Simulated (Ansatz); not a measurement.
Relaxation of the cluster Cs4Cl4⁻ with UKS PBE-D4/def2-SVPD.

```sh
$ ansatz run in.yaml --threads 4 --pin off --events-out ev --progress --plain --max-ram 4787MiB
```

```yaml
crystal:
  periodic: [false, false, false]
  atoms:
    - {symbol: Cs, position_ang: [-2.145350, -2.038210, 0.061480]}
    - {symbol: Cs, position_ang: [2.141250, 2.031090, -0.044610]}
    - {symbol: Cs, position_ang: [-2.142810, 2.274780, 0.030210]}
    - {symbol: Cs, position_ang: [2.143890, -2.275480, -0.050880]}
    - {symbol: Cl, position_ang: [-4.221340, 0.122660, 0.099430]}
    - {symbol: Cl, position_ang: [-0.111950, -4.232550, 0.004500]}
    - {symbol: Cl, position_ang: [0.110570, 4.242820, -0.009270]}
    - {symbol: Cl, position_ang: [4.225730, -0.125110, -0.090860]}
basis:
  gaussian: {orbitals: def2-SVPD}
total_charge: -1
magnetization: {spin_polarized: true, initial_magnetization: 1}
hamiltonian: {xc: pbe, dispersion: d4}
scf: {lower_state_search: "off"}
output: {orbitals: {seedname: orbitals}}
relax: {f_tol: 0.02, max_steps: 100}
```

Hardware: 4 threads of Arm Neoverse V2 on a shared host. Wall time 37 s.

Positions (Å) and forces (eV/Å) at steps 1, 2, 3, 4, 5 of 5:

```xyz
8
step=1 energy=-52261.8028 eV
Cs   -2.145   -2.038    0.061   -0.173   -0.130    0.012
Cs    2.141    2.031   -0.045    0.147    0.152    0.001
Cs   -2.143    2.275    0.030   -0.216    0.216   -0.008
Cs    2.144   -2.275   -0.051    0.234   -0.203   -0.010
Cl   -4.221    0.123    0.099   -1.259   -0.006    0.032
Cl   -0.112   -4.233    0.004   -0.083   -1.292    0.000
Cl    0.111    4.243   -0.009    0.099    1.246   -0.002
Cl    4.226   -0.125   -0.091    1.251    0.018   -0.026
8
step=2 energy=-52262.5663 eV
Cs   -2.213   -2.100    0.064   -0.122   -0.111    0.007
Cs    2.208    2.094   -0.045    0.120    0.115    0.000
Cs   -2.214    2.349    0.030   -0.137    0.140   -0.003
Cs    2.217   -2.349   -0.053    0.136   -0.142   -0.006
Cl   -4.419    0.125    0.104   -0.518    0.007    0.013
Cl   -0.122   -4.432    0.005   -0.023   -0.520    0.000
Cl    0.122    4.436   -0.010    0.027    0.513    0.000
Cl    4.421   -0.124   -0.095    0.517   -0.002   -0.011
8
step=3 energy=-52262.8382 eV
Cs   -2.352   -2.230    0.069   -0.062   -0.056    0.003
Cs    2.350    2.227   -0.047    0.060    0.059    0.000
Cs   -2.345    2.484    0.031   -0.061    0.064   -0.001
Cs    2.345   -2.484   -0.058    0.062   -0.063   -0.003
Cl   -4.544    0.132    0.107   -0.193    0.007    0.005
Cl   -0.121   -4.554    0.005   -0.004   -0.193    0.000
Cl    0.121    4.557   -0.010    0.006    0.188    0.000
Cl    4.546   -0.133   -0.098    0.191   -0.005   -0.004
8
step=4 energy=-52262.9031 eV
Cs   -2.496   -2.365    0.071   -0.002    0.000    0.000
Cs    2.496    2.364   -0.049    0.002    0.001    0.000
Cs   -2.455    2.600    0.036    0.001   -0.002    0.000
Cs    2.455   -2.599   -0.063   -0.001    0.002    0.000
Cl   -4.624    0.139    0.107   -0.033    0.001    0.001
Cl   -0.119   -4.632    0.009   -0.001   -0.033    0.000
Cl    0.119    4.633   -0.011    0.001    0.032    0.000
Cl    4.625   -0.139   -0.100    0.032   -0.001   -0.001
8
step=5 energy=-52262.9045 eV
Cs   -2.503   -2.368    0.070   -0.003   -0.003    0.000
Cs    2.504    2.368   -0.050    0.003    0.003    0.000
Cs   -2.440    2.580    0.037    0.000    0.000    0.000
Cs    2.439   -2.580   -0.062    0.000    0.000    0.000
Cl   -4.653    0.137    0.107    0.006    0.000    0.000
Cl   -0.122   -4.655    0.010    0.000    0.006    0.000
Cl    0.122    4.654   -0.011    0.000   -0.006    0.000
Cl    4.653   -0.137   -0.101   -0.006    0.000    0.000
```

In the def2 sets Cs takes a core potential; there is no spin–orbit coupling. The highest occupied level of the charge -1 doublet lies above zero (up to 0.11 eV). The electron is either unbound and held by the finite basis, or the level is raised by self-interaction error. Another isomer (doublet) lies 0.51 eV lower at PBE0-D4/def2-TZVPD; other spin states weren't run for this one.
